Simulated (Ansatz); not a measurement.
SnF3⁻, relaxed as a singlet with RKS PBE-D4/def2-TZVPD in Ansatz, starting from the GFN2-xTB geometry. Force threshold 0.02 eV/Å.

In the def2 sets Sn takes a core potential; there is no spin–orbit coupling. The structure comes from a short search, and lower isomers may exist.

Start:

```tsv
atom	x (Å)	y (Å)	z (Å)
Sn1	-0.021	0.012	0.000
F2	0.142	0.719	2.168
F3	1.022	1.182	-1.659
F4	-1.143	-1.913	-0.509
```

Task: Estimate the energy that the relaxation releases and the steps that it takes.

Result: 133.9 kJ/mol, in 9 steps; 9 s on 4 threads of Arm Neoverse V1 on a shared host. No frequencies were taken in this run, so the end may be a saddle point.

Task: Does the start keep its bonding and symmetry?

Result: By distances, no bond broke or formed. The bond that changes most is Sn1–F2, from 2.29 to 2.03 Å (atoms count from 1). The end is the same structure that another start reached, the lowest one found. Point group Cs at the start, C3v at the end, both within 0.05 Å.

Task: Predict the relaxed structure.

Result: 
```xyz
4

Sn   -0.654    0.420   -0.099
F     0.320    0.408    1.688
F     0.995    0.771   -1.238
F    -0.661   -1.599   -0.351
```
Bond lengths: 3 × F–Sn 2.03 Å.
